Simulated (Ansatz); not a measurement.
Diatomic TlO, multiplicity 2 (lowest of 2S+1 = 2, 4 at CCSD(T)/def2-TZVPP on PBE0 minima; our sources give no spin for the ground state, which may be another). No spin–orbit coupling.

The constants come from a fifth-degree fit in 1/R (seven points, main isotopes). In def2 and cc sets the state is the lowest found near the PBE0 minimum, followed along R.

Codes used: Ansatz (an electronic-structure program).  In def2 rows elements past Kr take small-core potentials, without spin–orbit coupling.

Energies at B97M-V/def2-TZVPP:

```json
[
 {"R (Å)": "1.878999", "E (hartree)": "-247.67803382"},
 {"R (Å)": "1.929510", "E (hartree)": "-247.68250349"},
 {"R (Å)": "1.975979", "E (hartree)": "-247.68479694"},
 {"R (Å)": "2.028511", "E (hartree)": "-247.68576729"},
 {"R (Å)": "2.081042", "E (hartree)": "-247.68540667"},
 {"R (Å)": "2.141655", "E (hartree)": "-247.68374018"},
 {"R (Å)": "2.212370", "E (hartree)": "-247.68055744"}
]
```

Task: With a reduced mass of 14.8371 u, find the minimum, the force constant and the constants.

Result: A fifth-degree polynomial in 1/R puts the minimum at r_e = 2.0385 Å with force constant 199 N/m. Then ω_e = (1/2πc)√(k/μ) = 477 cm⁻¹ and B_e = h/(8π²cμr_e²) = 0.2734 cm⁻¹; the cubic and quartic terms give α_e = 0.0023 and ω_e x_e = 2.4 cm⁻¹.
